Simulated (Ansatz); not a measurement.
A calculation with Ansatz (development build ahead of 0.2.0).

```yaml
crystal:
  periodic: [false, false, false]
  atoms:
    - { symbol: Mn, position_ang: [0.0, 0.0, 0.0] }
basis:
  gaussian: { orbitals: def2-SVP }
total_charge: 1
magnetization:
  initial_magnetization: 6
hamiltonian:
  xc: hf
scf:
  omitted_lower_state_checks: [starts, atomic_configurations, cluster_reference, orbital_swaps, given_window_search, neighbouring_geometries, increment]
```

The input is written out in the form of the current development build from the run's settings.

Results

```
Converged                       : yes
Total energy                    : -1149.47836 hartree
Spin squared of the determinant : 12.000
Stability test                  : minimum among restricted orbitals
```

Caution: no wide search was run, a lower solution can exist.
